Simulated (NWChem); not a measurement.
BHF, doublet; SMILES [BH]F

```xyz
3

B      0.1511     0.7267     0.0000
F      0.0057    -0.5659     0.0000
H     -0.8072     1.4593     0.0000
```
Atoms are numbered in this order, from 1.

In the optimisation the excess spin sits in a' (Cs, its own frame). The geometry was optimised at PBE0-D3(BJ)/def2-TZVP, spin-unrestricted. No stability test was run on the SCF state.

Symmetry labels are those of Cs in the frame above (b1 and b2, or b-type labels, depend on it). States above −ε(HOMO) = 5.9 eV lie in this functional's continuum and hang on the basis.

Task: List the 4 lowest vertical excitations from B3LYP/6-31+G* (spherical d), spin-unrestricted, TDA (NWChem).

Result: 
```
state    energy (eV)  oscillator strength  symmetry of the excitation  <S²>
-------  -----------  -------------------  --------------------------  ----
state 1         2.39                0.015                          a"  0.75
state 2         5.24                0.036                          a'  0.76
state 3         5.62                0.029                          a'  0.76
state 4         6.24                0.038                          a'  0.76
```
